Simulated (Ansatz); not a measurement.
Total energies of Sn(GeH3)H3 (SnGeH6) from Ansatz at B97M-V/def2-TZVP, gas phase (1 Eh = 27.2114 eV = 2625.5 kJ/mol). The reference geometry is relaxed at r2SCAN-D4/def2-TZVP.

```xyz
8

Sn    0.566   -0.725   -0.881
Ge   -0.586    0.749    0.911
H    -2.062    0.981    0.560
H     0.104    2.116    1.011
H    -0.521    0.077    2.289
H     0.407   -0.022   -2.428
H    -0.138   -2.278   -0.922
H     2.229   -0.898   -0.539
```

| state | geometry | energy (Eh) |
| --- | --- | --- |
| charge 0 singlet | reference | -2294.50609 |
| charge 1 doublet | reference | -2294.13915 |
| free Sn atom (triplet) | – | -214.24221 |
| free Ge atom (triplet) | – | -2076.51998 |
| free H atom (doublet) | – | -0.50030 |

In the def2 sets Sn takes a core potential; there is no spin–orbit coupling.

(1) Work out the vertical ionisation energy to the doublet.

(2) What is the binding energy per atom against free atoms?

(1) E(charge 1 doublet) − E(charge 0 singlet) = -2294.13915 − (-2294.50609) = 0.36694 Eh = 9.98 eV. For comparison, −ε of the highest occupied level is 7.27 eV at this level, 2.71 eV less.

(2) Atoms: 1 × (-214.24221) + 1 × (-2076.51998) + 6 × (-0.50030) = -2293.76399 Eh. Binding: -2293.76399 − (-2294.50609) = 0.74210 Eh = 20.19 eV, or 2.52 eV for each of 8 atoms (no zero-point energy, no counterpoise term).
